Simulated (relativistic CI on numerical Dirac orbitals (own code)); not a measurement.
Os⁶⁺: 5p photoemission

Computed with this model: Dirac-Coulomb-Breit CI, separate exchange-only KLI orbitals for each configuration, model QED (radiative potential, 1s self-energy scaled to tabulated hydrogen-like ionisation energies), valence Slater integrals scaled by 0.8, multiplet model of photoemission in the sudden approximation; configurations [Xe] 4f14 5d2 → [Kr] 4d10 4f14 5s2 5p5 5d2; 80 K; Lorentzian 1.05 eV and Gaussian 0.6 eV FWHM. Energies are those of the free ion, without screening or charge transfer. The energies are binding energies and can lie tens of eV above those of solids. S is read from ⟨S²⟩ = S(S + 1).

Field parameters in Wybourne normalisation: Oh B⁴₀ = 21Dq, B⁴₄ = √(5/14) B⁴₀. The field is a parameter set, without covalency.

Computed curve for free ion, scaled to 100 at the maximum (points under 2 are left out and the grid is thinned):

Energy (eV), Intensity and a bar:
```
    125.6        2.1 
    126.4        2.8 
    127.2        4.2 #
    128.0        7.0 ##
    128.8       14.9 ####
    129.4       33.7 ##########
    130.2       70.9 #####################
    131.0       82.0 #########################
    131.8       99.8 ##############################
    132.6       55.8 #################
    133.4       28.7 ########
    134.2       15.1 ####
    135.0        9.2 ##
    135.8        6.2 #
    136.6        5.0 #
    137.2        6.7 #
    138.0       13.3 ###
    138.8       14.7 ####
    139.6        6.8 #
    140.4        6.0 #
    141.2        8.1 ##
    142.0        4.5 #
    142.8        2.7 
    143.6        2.8 
    144.4        3.9 #
    145.0        6.2 #
    145.8       17.5 #####
    146.6       48.4 ##############
    147.4       24.2 #######
    148.2        7.7 ##
    149.0        4.2 #
    149.8        3.1 
    150.6        2.6 
    151.4        3.0 
    152.2        5.4 #
    152.8       11.9 ###
    153.6       30.7 #########
    154.4       13.7 ####
    155.2        4.3 #
    156.0        2.1
```

The ground state has S = 0.92, and the centroid lies at 137.03 eV.
